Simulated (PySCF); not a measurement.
Compound: C₈H₄N₂.
Geometry (PBE0-D3(BJ)/def2-SVP, Å), atoms numbered from 1 in this order:
```xyz
14
C8H4N2 angstrom
N      3.6745   -0.4789   -1.5037
C      2.6665   -0.4850   -0.9287
C      1.4394   -0.4468   -0.2198
C      0.5585   -1.3781    0.1976
C     -0.4108   -0.3549    0.7521
C     -1.3699    0.2785   -0.2545
C     -2.6849   -0.0811   -0.6425
N     -3.7616   -0.4005   -0.9341
C     -0.4880    1.2153   -0.6571
C      0.6021    0.7312    0.2764
H      0.5237   -2.4660    0.1197
H     -0.7326   -0.4269    1.8002
H     -0.5213    2.0005   -1.4141
H      1.0660    1.4372    0.9789
```

The closed-shell ground state was solved at several levels (PySCF, density fitting, gas phase, non-relativistic).

```tsv
level	basis functions	total energy (Eh)	HOMO (eV)	LUMO (eV)	gap (eV)	dipole (D)
B3LYP/pcJ-1	310	-416.6192	-7.98	-2.67	5.31	3.04
B3LYP/def2-SVPD	232	-416.3186	-8.01	-2.71	5.30	3.09
HF/pcSseg-1	190	-413.9555	-10.46	1.20	11.66	3.21
```

Estimate the row for PBE0/pcSseg-1, a basis of 190 functions; the other rows only guide the guess.

Total energy -416.0719 Eh, HOMO -8.24 eV, LUMO -2.50 eV, gap 5.74 eV, dipole 3.01 D.

How far do the dipole and the HOMO energy spread over the levels?

The dipole runs from 3.01 to 3.21 D (mean 3.09 D) and the HOMO from -10.46 to -7.98 eV.
